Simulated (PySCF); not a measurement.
YOF, SMILES [O]=[Y][F].

Coordinates come from a PBE0-D3(BJ)/def2-TZVP optimisation. The def2 effective core potentials stand for the cores of Y; spin–orbit coupling is left out.

Level of theory: TDDFT-PBE/def2-TZVPD (PySCF).

Vertical excitations.  State labels are in the subgroup Cs.

| state | symmetry | energy (eV) | λ (nm) | f | main pairs |
|---|---|---|---|---|---|
| S1 | A' | 2.36 | 525 | 0.004 | HOMO→LUMO 100 % |
| S2 | A' | 2.70 | 459 | 0.014 | HOMO−1→LUMO 100 % |
| S3 | A" | 2.87 | 433 | 0.003 | HOMO−2→LUMO 100 % |
| S4 | A" | 3.79 | 327 | 0.000 | HOMO→LUMO+1 100 % |
| S5 | A' | 3.88 | 320 | 0.001 | HOMO→LUMO+2 100 % |
| S6 | A" | 4.10 | 302 | 0.000 | HOMO−1→LUMO+1 96 % |
| S7 | A' | 4.18 | 296 | 0.003 | HOMO−1→LUMO+2 74 %, HOMO−2→LUMO+1 26 % |
| S8 | A' | 4.40 | 282 | 0.012 | HOMO−2→LUMO+1 72 %, HOMO−1→LUMO+2 24 % |
| S9 | A" | 4.42 | 281 | 0.005 | HOMO−2→LUMO+2 95 % |
| S10 | A' | 5.00 | 248 | 0.003 | HOMO−3→LUMO 99 % |
| T1 | A' | 2.26 | 548 | 0 | HOMO→LUMO 99 % |
| T2 | A' | 2.56 | 485 | 0 | HOMO−1→LUMO 98 % |
| T3 | A" | 2.76 | 449 | 0 | HOMO−2→LUMO 100 % |
| T4 | A" | 3.70 | 335 | 0 | HOMO→LUMO+1 99 % |
Triplets are in the Tamm–Dancoff approximation, which puts them higher than full response would, so one can lie above its singlet here.
